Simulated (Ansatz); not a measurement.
Abridged output of a molecular run in Ansatz:

```
Functional definition: HF
1560 factors; integrals over basis functions are off by at most 9.5e-4 eV
mean field evaluation 1: about -70834.8204 eV, gradient 3.0e1 eV
mean field evaluation 2: about -70835.0942 eV, gradient 3.0e1 eV
mean field evaluation 4: about -70837.7347 eV, gradient 4.4e0 eV
mean field evaluation 8: about -70837.7938 eV, gradient 2.7e-1 eV
mean field evaluation 16: about -70837.7944 eV, gradient 2.3e-6 eV
mean field -70837.79437414 eV, -2603.2409276682 hartree, gradient 2.3e-6 eV, S^2 0.000000; 0 other end points of the search recorded, 0 dependent functions left out
13 core orbitals not correlated: weight in the atoms' cores, before any rotation towards them, 1.000 or more for the frozen orbitals, at most 0.000 for the correlated occupied ones
reference -70837.79437414 eV, -2603.2409276682 hartree; 20, 20 occupied and 223, 223 virtual orbitals, 1560 factors
second order -26.85442211 eV of doubles, -0.00000000 eV of singles
cycle   1  -26.96341380 eV  change   -1.1e-1 eV  update   1.1e-1
cycle   2  -27.63062087 eV  change   -6.7e-1 eV  update   3.3e-2
cycle   3  -27.76883184 eV  change   -1.4e-1 eV  update   1.7e-2
cycle   4  -27.75471188 eV  change    1.4e-2 eV  update   4.6e-3
cycle   5  -27.75197893 eV  change    2.7e-3 eV  update   2.3e-3
cycle   6  -27.75327602 eV  change   -1.3e-3 eV  update   8.1e-4
cycle   7  -27.75284095 eV  change    4.4e-4 eV  update   3.3e-4
cycle   8  -27.75268152 eV  change    1.6e-4 eV  update   1.1e-4
cycle   9  -27.75274630 eV  change   -6.5e-5 eV  update   4.9e-5
cycle  10  -27.75275136 eV  change   -5.1e-6 eV  update   1.9e-5
perturbative correction -1.09974550 eV, -0.0404149018 hartree
Total energy: -70866.64687101 eV, -2604.3012373710 hartree
```

Its atoms:

Z-matrix (Å, degrees):
```
B
Se 1 2.186
C 1 1.538 2 64.5
H 1 1.195 2 108.7 3 -114.3
H 1 1.196 2 106.4 3 112.5
C 2 1.942 1 99.3 3 90.9
F 3 1.352 1 122.4 2 -105.3
H 3 1.088 1 124.3 2 98.1
H 6 1.089 2 106.8 1 170.5
H 6 1.088 2 108.6 1 -70.9
H 6 1.086 2 109.7 1 50.4
```

**Question.** Which basis set was used?
A. def2-QZVPP
B. cc-pV(D+d)Z
C. cc-pV(Q+d)Z
D. def2-TZVPP

**Answer.** D. It gives 256 functions.

**Question.** Write the keys of the input that set method, charge and spin (a neutral closed shell needs none for the last two).

**Answer.** 
```yaml
correlation: {method: ccsd_t}
```
